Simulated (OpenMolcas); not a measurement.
**Pb I: from CASSCF to CASPT2**

```
Program             : OpenMolcas
Basis               : ANO-RCC-VQZP [9s8p6d4f3g]
Scalar Hamiltonian  : DKH2, point nucleus
Active space        : 4 electrons in 4 orbitals (6s 6p)
State averaging     : 2S+1 = 3 even, 3 roots; 2S+1 = 1 even, 6 roots; 2S+1 = 5 odd, 1 root
Spin-orbit coupling : state interaction with AMFI integrals over the reference wave functions, term energies averaged over their components
```

Methods on the same reference wave functions:
A. CASSCF
B. SS-CASPT2, IPEA 0.25 Eh, imaginary shift 0.1 Eh (closed shells correlated: 5d)

Energies in cm⁻¹ above 6s² 6p² ³P₀, the measured ground level; measured values from NIST Handbook of Basic Atomic Spectroscopic Data.

```
             Level      A      B  Measured
       6s² 6p² ³P₀    0.0    0.0       0.0
       6s² 6p² ³P₁   6654   6830      7819
6s² 6p² ³P₂ [59 %]  10277   9560     10650
6s² 6p² ¹D₂ [59 %]  20329  18830     21458
       6s² 6p² ¹S₀  28564  27480     29467
```

Deviations, from unrounded energies. A percentage is the sum of absolute deviations over the sum of measured energies, with the sign that they share, or ± where signs differ.

```tsv
Against measurement	Levels	A	B
mean absolute deviation (cm-1)	4	890	1700
fine structure of the ground term (%)	2	-8.3	-11.2
other terms of the ground configuration (%)	2	-4.0	-9.1
```

A lies closest to measurement on these levels. The largest miss of A in the table is 6s² 6p² ³P₁, by -1200 cm-1. The ranking rests on the paired levels alone, and a cruder setting can come out closer through cancelling errors.

From A to B the spin-free energies of the other terms of 6s² 6p² shown, above ³P, scale by factors of 0.66 to 0.91.

The lowest spin-free term lies below A's lowest term by 0.470 hartree in B.

CASPT2 breaks the degeneracy within a term, and the mean is taken; among the terms shown or strongly mixed into the levels shown the widest spread is 330 cm-1 (6s² 6p² ¹D, B). Spin-orbit splittings of 6p shells tend to come out small when the coupling is added on scalar orbitals. Measured partners are found by configuration, term and J. A level has none where our copy of the source lacks it or the pairing is in doubt (some pairs that miss far off the trend of their configuration count as doubtful), and it then counts in no deviation. Where the source uses jj or jK labels, the order within each J decides. Levels of configurations outside the active space are missing. Levels that lie high or do not pair safely by name in every column are left out.

A share in square brackets marks a mixed level and gives the weight of the term that names it, the lowest over the columns.
